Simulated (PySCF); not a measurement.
A species of formula C7H10SSi has this rotational fingerprint, computed with PBE0/pcSseg-1 in PySCF (dipole) on a GFN2-xTB geometry, gas phase:

| Item | Value |
| --- | --- |
| Rotational constants | A = 2043, B = 669.2, C = 529.3 MHz |
| Dipole components | \|μa\| = 0.90 D, \|μb\| = 0.06 D, \|μc\| = 0.19 D |
| Inertial defect | -47.86 u·Å² |
| κ | -0.82 |

Question: Which candidate fits, each taken in the one conformer that was computed?
A. `[CH:1]#[C:2]/[CH:3]=[CH:4]/[C:5](=[S:6])[CH2:7][CH2:8][SiH3:9]` with C3–C4–C5–S6 -5°, C4–C5–C7–C8 -68°, C5–C7–C8–Si9 -57°
B. `[SH:1][SiH2:2][CH2:3][c:4]1[cH:5][cH:6][cH:7][cH:8][cH:9]1` with H–S1–Si2–C3 -38°, S1–Si2–C3–C4 57°, Si2–C3–C4–C5 -96°
C. `[CH2:1]=[CH:2][CH2:3][c:4]1[cH:5][s:6][c:7]([SiH3:8])[cH:9]1` with C1–C2–C3–C4 117°, C2–C3–C4–C5 111°

Answer: C. It is C=CCc1csc([SiH3])c1, an asymmetric top, point group C1. The candidates at the same level (rigid rotor, commonest isotopes):

```
               SMILES  A (MHz)  B (MHz)  C (MHz)  μa (D)  μb (D)  μc (D)  Δ (u·Å²)  point group           rotor
     S[SiH2]Cc1ccccc1     2110    733.6    639.5    1.49    1.39    0.46   -138.11           C1  asymmetric top
  C=CCc1csc([SiH3])c1     2043    669.2    529.3    0.90    0.06    0.19    -47.86           C1  asymmetric top
C#C/C=C/C(=S)CC[SiH3]     1627    617.9    533.4    1.11    2.31    1.57   -181.15           C1  asymmetric top
```

`C#C/C=C/C(=S)CC[SiH3]` has A 20 % too low; `S[SiH2]Cc1ccccc1` has C 21 % too high. No structure here is proved a minimum.
